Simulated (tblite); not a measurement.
Compound: C5H4F3 (doublet state).
Atom-mapped SMILES: `[CH2:1][C:2]#[C:3][CH2:4][C:5]([F:6])([F:7])[F:8]` (hydrogens: H9, H10 on C1; H11, H12 on C4)

Structure optimised with GFN2-xTB, isolated species. This method treats the open shell by occupation alone, without spin polarisation.

(1) Give the optimised bond lengths and angles.

## Answers

(1) 
```json
{"bond": "C1–C2", "length (Å)": "1.350", "order": "single"}
{"bond": "C2≡C3", "length (Å)": "1.221", "order": "triple"}
{"bond": "C3–C4", "length (Å)": "1.445", "order": "single"}
{"bond": "C4–C5", "length (Å)": "1.524", "order": "single"}
{"bond": "C5–F6, C5–F7, C5–F8", "length (Å)": "1.341", "order": "single"}
{"bond": "C1–H9", "length (Å)": "1.074", "order": "single"}
{"bond": "C1–H10", "length (Å)": "1.074", "order": "single"}
{"bond": "C4–H11, C4–H12", "length (Å)": "1.095", "order": "single"}
```

Bonds in one row agree within 0.01 Å and their mean is given. Orders are formal, as drawn. A selection of angles:
```json
{"angle": "C2–C1–H9", "degrees": "120.4"}
{"angle": "C2–C1–H10", "degrees": "120.7"}
{"angle": "H9–C1–H10", "degrees": "118.9"}
{"angle": "C1–C2–C3", "degrees": "178.4"}
{"angle": "C2–C3–C4", "degrees": "177.0"}
{"angle": "C3–C4–C5", "degrees": "110.8"}
{"angle": "C3–C4–H11", "degrees": "110.7"}
{"angle": "C5–C4–H11", "degrees": "107.4"}
{"angle": "H11–C4–H12", "degrees": "109.0"}
{"angle": "C4–C5–F6", "degrees": "112.6"}
{"angle": "C4–C5–F8", "degrees": "111.3"}
{"angle": "F6–C5–F7", "degrees": "106.9"}
{"angle": "F6–C5–F8", "degrees": "106.5"}
```

Dihedral angles: C3–C4–C5–F6 -61° (synclinal). The mirror-image conformer, all signs reversed, is as good.

The C–C distances run from 1.221 Å (C2≡C3, drawn triple) to 1.524 Å (C4–C5, drawn single), a spread of 0.303 Å. C1 (carbon bonded to C and 2 H) is planar (angles 120.7°, 120.4° and 118.9°, sum 360.0°, 0.00 Å off the plane of its three neighbours).

GFN2-xTB frequencies show an imaginary mode (29i cm⁻¹), so the point is no minimum at that level.

On an Arm Neoverse V2 with one thread, no GPU, shared host, this took 0.22 s. This is the geometry optimisation.

These are computed values.
